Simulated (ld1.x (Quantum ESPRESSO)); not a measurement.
## Transferability test, ultrasoft potential for As

ld1.x (Quantum ESPRESSO) 7.5 input, shortened:

```
&input
   title='As', zed=33., rel=1, dft='PZ', iswitch=3,
   config='[Ar] 3d10 4s2 4p1'
 /
 &inputp
   pseudotype=3, tm=.true., lloc=-1, rcloc=1.30,
   nlcc=.true., rcore=0.30
 /
6
4S  1  0   2.00   0.00  1.40  1.50  0.0
4S  1  0   0.00  -2.05  1.40  1.50  0.0
4P  2  1   1.00   0.00  1.75  1.95  0.0
4P  2  1   0.00   3.10  1.75  1.95  0.0
3D  3  2  10.00   0.00  0.55  0.65  0.0
3D  3  2   0.00  -2.90  0.55  0.65  0.0
 &test
   configts(1)='3d10 4s2 4p1'
 /
```

Energies are relative to the spin-unpolarised reference configuration 3d10 4s2 4p1; without spin polarisation the order of configurations can differ from experiment. Not all tests gave a result: test run stopped at test 5 of 9 (negative rho). The frozen-core shift is the all-electron ΔE with the core orbitals held at their reference shape minus the fully relaxed ΔE.

```
valence configuration  charge  ΔE all-electron (eV)  error AE − PS (meV)  frozen-core shift (meV)
         3d10 4s2 4p2      +1               -18.162                  +13                     -1.5
         3d10 4s2 4p0      +3                28.040                 -4.4                     +4.3
       3d10 4s2 4p3.3    -0.3               -28.766                  +51                     -2.0
```

**Question.** What are ΔE and the potential's error for 3d10 4s2 4p3?

**Answer.** ΔE = -27.488 eV all-electron; the error (AE − PS) is +42 meV.

Levels in the configuration 3d10 4s2 4p0:

| level | all-electron (eV) | pseudo (eV) |
| --- | --- | --- |
| 3d | -75.270 | -75.105 |
| 4s | -44.862 | -44.865 |

A variational frozen-core shift is positive and of second order in the change. This column holds negative values, so the frozen-core run of ld1.x carries numerical noise or an error of first order here, and the column gives no more than the rough size of the effect.

A Bessel basis up to 400 Ry misses an occupied level by 0.44 Ry, so cutoffs and ghosts were not judged.
